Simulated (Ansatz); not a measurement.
C2H6S2Zn, SMILES `C[S][Zn][S]C`. Total charge 0; spin multiplicity 1. For Zn the d shell is correlated and the shells below it are frozen. Scalar relativity is left out up to krypton.

```xyz
11

C    -2.719    0.178    0.898
S    -1.293    0.788    1.859
Zn    0.254    0.925    0.356
S     1.809    1.089   -1.136
C     2.618   -0.543   -1.038
H    -3.007    0.878    0.115
H    -2.525   -0.802    0.465
H    -3.546    0.088    1.602
H     3.424   -0.530   -1.773
H     3.051   -0.721   -0.055
H     1.933   -1.350   -1.293
```

Task: Give the diagnostics of a CCSD(T)/def2-TZVPP run (frozen core, the Gaussian-basis code of Ansatz). (An estimate is asked.)

Result: Computed: T1 = 0.0134, largest single amplitude 0.025, largest double 0.014, (T) share of the correlation energy 3.8 %, 10 CCSD cycles. The RHF solution is stable towards an unrestricted one. T1 lies under the customary mark of 0.02 for closed shells.
